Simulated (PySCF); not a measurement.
**Dipole response of Mo⁺ (molybdenum, charge +1)**

[Kr] 4d5, high-spin 6S determinant. Computed with PySCF 2.14 in aug-cc-pVTZ-DK, with scalar relativity by spin-free X2C-1e. Coupled (time-dependent) response in atomic units; α is the mean over directions.

| method | mean α (bohr³) | C₆ (like pair) | S(−4) |
| --- | --- | --- | --- |
| PBE0 | 20.40 | 132.6 | 245.9 |

S(−4) is the Cauchy moment in α(ω) = α(0) + S(−4) ω² + …

α(iu) at PBE0:

```json
{"u (hartree)": "0", "α(iu) (bohr³)": "20.40"}
{"u (hartree)": "0.0500", "α(iu) (bohr³)": "19.82"}
{"u (hartree)": "0.100", "α(iu) (bohr³)": "18.36"}
{"u (hartree)": "0.200", "α(iu) (bohr³)": "14.88"}
{"u (hartree)": "0.300", "α(iu) (bohr³)": "12.12"}
{"u (hartree)": "0.500", "α(iu) (bohr³)": "8.614"}
{"u (hartree)": "0.750", "α(iu) (bohr³)": "6.110"}
{"u (hartree)": "1.00", "α(iu) (bohr³)": "4.588"}
{"u (hartree)": "1.50", "α(iu) (bohr³)": "2.866"}
{"u (hartree)": "2.00", "α(iu) (bohr³)": "1.949"}
{"u (hartree)": "3.00", "α(iu) (bohr³)": "1.055"}
{"u (hartree)": "5.00", "α(iu) (bohr³)": "0.4443"}
```

For an ion, C₆ is the dispersion term alone; charge-induced terms of lower order in 1/R come first.
